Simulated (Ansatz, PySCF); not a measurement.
This Ansatz (a program for electronic structure) input computes a BLYP/def2-TZVPD energy:

Ansatz 0.2 input:
```yaml
crystal:
  periodic: [false, false, false]
  atoms:
    - {symbol: S, position_ang: [-0.09782461, -0.09810101, 0.09697156]}
    - {symbol: O, position_ang: [0.68360418, 0.67265921, 1.06164456]}
    - {symbol: O, position_ang: [0.67909813, -1.05375380, -0.68942216]}
    - {symbol: O, position_ang: [-1.05572735, 0.68893691, -0.67652048]}
    - {symbol: H, position_ang: [-0.89060598, -0.89312236, 0.88283969]}
basis:
  gaussian:
    orbitals: def2-TZVPD
hamiltonian:
  xc: {name: BLYP}
total_charge: -1
output: {forces: true}
```

Write an input for the same energy in PySCF and say what it gives.


```python
from pyscf import gto, scf, dft

mol = gto.M(
    atom='''
    S    -0.09782461   -0.09810101    0.09697156
    O     0.68360418    0.67265921    1.06164456
    O     0.67909813   -1.05375380   -0.68942216
    O    -1.05572735    0.68893691   -0.67652048
    H    -0.89060598   -0.89312236    0.88283969
    ''',
    basis='def2-tzvpd',
    charge=-1,
    spin=0,
    verbose=4,
)

mf = dft.RKS(mol, xc='blyp').density_fit(auxbasis='def2-universal-jkfit')
mf.grids.level = 3
mf.conv_tol = 1e-9
mf.max_cycle = 100
mf.max_memory = 1500
mf.kernel()
if not mf.converged:
    mf = mf.newton()
    mf.kernel(mf.make_rdm1())
mf.analyze()
```
It gives -624.62560 Eh, and Ansatz -624.62554 Eh, a difference of 0.06 mEh, from the treatment of integrals and grids.

It need not be the lowest isomer of its formula.
